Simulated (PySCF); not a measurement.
**PI₂⁺: fields on a plane**

Level of theory: PBE0/[P def2-TZVP, I def2-TZVP with ECP28], scalar-relativistic core potentials, density fitting, no spin–orbit coupling, PySCF.

The singlet minimum has P–I 2.326 Å (×2); I–P–I 108.5°.

The plane holds P1 at (0.00, 0.00), I2 at (2.33, 0.00), I3 at (-0.74, 2.21) Å. Columns run from x = -2.85 to 4.65 Å, rows from y = 4.65 (top) to -1.95 Å, in steps of 0.3 Å. Other isomers or separated fragments may lie lower. Core electrons replaced by a potential are absent, the electrostatic potential uses the reduced nuclear charge, and values within about 0.7 Å of such atoms have no physical meaning.

Give the electron localisation function (set to 0 where the density is under 0.005 e/Å³). Lower edges of the bins: '0' 0.000, '1' 0.099, '2' 0.197, '3' 0.296, '4' 0.394, '5' 0.492, '6' 0.591, '7' 0.690, '8' 0.788, '9' 0.886; top 0.98.


```
00000000000000000000000000
00000001121000000000000000
00001223454420000000000000
00123456677653000000000000
01345667788875100000000000
13567654578886200000000000
35787323248886200000000000
47885278725885100000000000
57884470743773000123200000
57885385834751002566540000
57887335325520025788764000
46787632356521257888875200
24566656787533467778886310
01222346764555652224776410
00001256111167524762476410
00001365188168428065366410
00002686188167428065366310
00014899211166524762476310
00026999986655553224775310
00006999999633577778875200
00005899997411478888864100
00000689875100257888753000
00000046641000146776530000
```

Give the highest occupied orbital (Å^-3/2) at -13.18 eV (cut at ±0.3; overall sign arbitrary). Every second row and column.


```
 0.00  0.00  0.01  0.02  0.03  0.02  0.02  0.01  0.00  0.00  0.00  0.00  0.00
 0.00  0.01  0.03  0.06  0.08  0.06  0.04  0.02  0.01  0.00  0.00  0.00  0.00
 0.00  0.00  0.04  0.14  0.21  0.16  0.08  0.03  0.02  0.01  0.01  0.00  0.00
-0.02 -0.03 -0.01  0.14  0.27  0.27  0.12  0.05  0.03  0.02  0.01  0.01  0.01
-0.03 -0.09 -0.18  0.22 -0.30  0.21  0.11  0.06  0.05  0.05  0.04  0.02  0.01
-0.04 -0.11 -0.27 -0.22 -0.10  0.01  0.05  0.06  0.09  0.12  0.09  0.05  0.02
-0.03 -0.07 -0.16 -0.23 -0.19 -0.08 -0.02  0.04  0.17  0.27  0.21  0.10  0.04
-0.01 -0.02 -0.03 -0.01 -0.01 -0.04 -0.08 -0.08  0.04 -0.02  0.29  0.13  0.04
 0.00  0.01  0.05  0.17  0.23 -0.27 -0.09 -0.24  0.23  0.00  0.14  0.09  0.03
 0.00  0.02  0.06  0.18  0.30  0.25 -0.01 -0.22 -0.30 -0.20 -0.04  0.02  0.01
 0.00  0.01  0.04  0.09  0.14  0.11  0.00 -0.11 -0.17 -0.14 -0.06 -0.01  0.00
 0.00  0.01  0.02  0.04  0.05  0.03  0.00 -0.04 -0.06 -0.05 -0.03 -0.01  0.00
```
